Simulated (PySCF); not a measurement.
B₃H₆N₃, charge +1, multiplicity 2. Atoms are numbered in the order given.

```xyz
12

B     -0.0603     0.7179     1.3086
N      0.0837    -0.7035     1.2554
B     -0.0370    -1.4081     0.0000
N      0.0837    -0.7035    -1.2554
B     -0.0603     0.7179    -1.3086
N      0.0060     1.3793     0.0000
H     -0.1766     1.3392     2.3361
H      0.0920    -1.2287     2.1377
H     -0.4546    -2.5589     0.0000
H      0.0920    -1.2287    -2.1377
H     -0.1766     1.3392    -2.3361
H      0.1984     2.3938     0.0000
```
Charge +1, spin multiplicity 2.

Coordinates come from a PBE-D3(BJ)/def2-SVP optimisation. The geometry has at least one imaginary mode, so it is a saddle point at that level. The spin state was assumed, not searched.

Computed with CAM-B3LYP/def2-TZVP run with PySCF.

Atomic charges (e):

```json
[
 {"atom": "B1", "Mulliken": "0.08", "Löwdin": "-0.40", "meta-Löwdin": "…", "Mulliken spin": "-0.08"},
 {"atom": "N2", "Mulliken": "-0.17", "Löwdin": "0.32", "meta-Löwdin": "…", "Mulliken spin": "0.18"},
 {"atom": "B3", "Mulliken": "0.10", "Löwdin": "-0.39", "meta-Löwdin": "…", "Mulliken spin": "0.05"},
 {"atom": "N4", "Mulliken": "-0.17", "Löwdin": "0.32", "meta-Löwdin": "…", "Mulliken spin": "0.18"},
 {"atom": "B5", "Mulliken": "0.08", "Löwdin": "-0.40", "meta-Löwdin": "…", "Mulliken spin": "-0.08"},
 {"atom": "N6", "Mulliken": "-0.06", "Löwdin": "0.46", "meta-Löwdin": "…", "Mulliken spin": "0.71"},
 {"atom": "H7", "Mulliken": "0.09", "Löwdin": "0.10", "meta-Löwdin": "…", "Mulliken spin": "0.01"},
 {"atom": "H8", "Mulliken": "0.29", "Löwdin": "0.26", "meta-Löwdin": "…", "Mulliken spin": "0.00"},
 {"atom": "H9", "Mulliken": "0.09", "Löwdin": "0.11", "meta-Löwdin": "…", "Mulliken spin": "0.03"},
 {"atom": "H10", "Mulliken": "0.29", "Löwdin": "0.26", "meta-Löwdin": "…", "Mulliken spin": "0.00"},
 {"atom": "H11", "Mulliken": "0.09", "Löwdin": "0.10", "meta-Löwdin": "…", "Mulliken spin": "0.01"},
 {"atom": "H12", "Mulliken": "0.31", "Löwdin": "0.26", "meta-Löwdin": "…", "Mulliken spin": "-0.02"}
]
```

What belongs in the gaps? (Estimate from the structure and the level; the computed values follow.)


- B1, meta-Löwdin: 0.17
- N2, meta-Löwdin: -0.28
- B3, meta-Löwdin: 0.24
- N4, meta-Löwdin: -0.28
- B5, meta-Löwdin: 0.17
- N6, meta-Löwdin: -0.10
- H7, meta-Löwdin: 0.06
- H8, meta-Löwdin: 0.29
- H9, meta-Löwdin: 0.06
- H10, meta-Löwdin: 0.29
- H11, meta-Löwdin: 0.06
- H12, meta-Löwdin: 0.31

Computed Mayer and Wiberg (Löwdin basis) orders of the bonds:
| bond | Mayer | Wiberg |
|---|---|---|
| B1–N2 | 1.33 | 1.58 |
| N2–B3 | 1.13 | 1.42 |
| B3–N4 | 1.13 | 1.42 |
| N4–B5 | 1.33 | 1.58 |
| B1–N6 | 1.01 | 1.33 |
| B5–N6 | 1.01 | 1.33 |
| B1–H7 | 0.98 | 0.87 |
| N2–H8 | 0.89 | 0.78 |
| B3–H9 | 0.95 | 0.84 |
| N4–H10 | 0.89 | 0.78 |
| B5–H11 | 0.98 | 0.87 |
| N6–H12 | 0.88 | 0.79 |
